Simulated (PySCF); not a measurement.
Orbital levels and atomic charges

System: (5,2) BN nanotube piece (B12H14N12).

Cartesian coordinates (Å):
```
  1 B     2.607    0.702    0.334
  2 N     1.988    1.969    0.047
  3 B     1.655    2.316   -1.317
  4 N     0.296    2.427   -1.666
  5 B     0.986    2.275    1.058
  6 N    -0.383    2.199    0.687
  7 B    -0.703    2.018   -0.711
  8 N    -1.883    1.325   -1.082
  9 B    -1.394    1.869    1.663
 10 N    -2.444    1.028    1.253
 11 B    -2.479    0.476   -0.079
 12 N    -2.711   -0.914   -0.365
 13 B    -2.578   -1.408   -1.720
 14 N    -1.455   -2.198   -2.032
 15 B    -2.062   -1.718    0.667
 16 N    -0.801   -2.284    0.337
 17 B    -0.398   -2.256   -1.049
 18 N     0.970   -2.073   -1.374
 19 B     0.221   -2.286    1.360
 20 N     1.483   -1.732    1.024
 21 B     1.757   -1.419   -0.362
 22 N     2.608   -0.325   -0.684
 23 B     2.252   -1.037    2.036
 24 N     2.827    0.191    1.668
 25 H     2.496    2.452   -2.129
 26 H     0.032    2.593   -2.625
 27 H     1.293    2.473    2.173
 28 H    -2.021    1.085   -2.051
 29 H    -1.310    2.237    2.773
 30 H    -3.053    0.635    1.953
 31 H    -3.351   -1.110   -2.554
 32 H    -1.286   -2.494   -2.980
 33 H    -2.494   -1.780    1.756
 34 H     1.241   -1.978   -2.342
 35 H    -0.038   -2.601    2.459
 36 H     2.656   -0.036   -1.649
 37 H     2.318   -1.435    3.136
 38 H     3.161    0.814    2.385
```

Method: PBE0/def2-SVP, gas phase, PySCF, fitting set def2-universal-JFIT up to Ne and JKFIT beyond, grid level 1.

**Question.** Give the orbital energies near the gap.

**Answer.** 
```json
{"orbital": "HOMO-4", "eV": "-8.20"}
{"orbital": "HOMO-3", "eV": "-7.63"}
{"orbital": "HOMO-2", "eV": "-7.41"}
{"orbital": "HOMO-1", "eV": "-7.02"}
{"orbital": "HOMO", "eV": "-6.94"}
{"orbital": "LUMO", "eV": "-0.02"}
{"orbital": "LUMO+1", "eV": "0.02"}
{"orbital": "LUMO+2", "eV": "0.03"}
{"orbital": "LUMO+3", "eV": "0.27"}
```

**Question.** Give the partial charges of the non-hydrogen atoms.

**Answer.** 
| atom | Mulliken | IAO | Hirshfeld |
| --- | --- | --- | --- |
| B1 | 0.05 | 0.42 | 0.24 |
| N2 | -0.12 | -0.43 | -0.24 |
| B3 | -0.02 | 0.20 | 0.16 |
| N4 | -0.05 | -0.46 | -0.22 |
| B5 | 0.06 | 0.24 | 0.18 |
| N6 | -0.08 | -0.40 | -0.22 |
| B7 | -0.06 | 0.38 | 0.22 |
| N8 | -0.06 | -0.48 | -0.24 |
| B9 | 0.02 | 0.21 | 0.17 |
| N10 | -0.08 | -0.46 | -0.22 |
| B11 | 0.03 | 0.41 | 0.23 |
| N12 | -0.13 | -0.44 | -0.25 |
| B13 | -0.02 | 0.20 | 0.16 |
| N14 | -0.05 | -0.47 | -0.23 |
| B15 | 0.07 | 0.26 | 0.18 |
| N16 | -0.08 | -0.40 | -0.22 |
| B17 | -0.06 | 0.39 | 0.22 |
| N18 | -0.05 | -0.48 | -0.24 |
| B19 | 0.06 | 0.24 | 0.18 |
| N20 | -0.09 | -0.40 | -0.22 |
| B21 | -0.05 | 0.38 | 0.22 |
| N22 | -0.07 | -0.50 | -0.25 |
| B23 | 0.03 | 0.21 | 0.17 |
| N24 | -0.09 | -0.47 | -0.22 |
